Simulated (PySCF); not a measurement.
SMILES [SeH]CC[SeH] (C₂H₆Se₂), PBE0/def2-SVP optimised geometry. Atoms within 1.6 Å of the plane z = 0.6 Å (x, y, z in Å): Se1 (2.38, -0.69, 0.00), C2 (0.41, -0.69, 0.00), C3 (-0.18, 0.70, 0.00), Se4 (-2.14, 0.71, -0.16), H5 (2.50, -0.15, 1.37), H6 (0.14, -1.23, -0.91), H7 (0.06, -1.28, 0.86), H8 (0.17, 1.28, -0.87), H9 (0.09, 1.27, 0.90), H10 (-2.38, 0.13, 1.17).

Computed with PBE0/def2-TZVP (PySCF).

Map of the electron localisation function on the plane z = 0.6 Å:

```
|0000000000000000000000000|
|0000000000000000000000000|
|0000000000000000000000000|
|0000000000000000000000000|
|0000244310000000000000000|
|0013677630000100000000000|
|0026888840015530000000000|
|0036899851169971000000000|
|0035788762389982000110000|
|0014675554599981002321000|
|0013553345679840025542100|
|0003676444556520146763100|
|0003688742246532356764100|
|0002578620136655431254200|
|0001355410179866521144210|
|0000122100599974553466410|
|0000000000799962478887520|
|0000000000699830379998620|
|0000000000367400278987510|
|0000000000011000157875200|
|0000000000000000024432000|
|0000000000000000000000000|
|0000000000000000000000000|
|0000000000000000000000000|
|0000000000000000000000000|
```
Scale: ten equal steps from 0.000 (start of '0') to 0.994 (end of '9'), in the order '0123456789'; x runs from -4.50 to 4.50, y from -4.50 (bottom) to 4.50 (top).
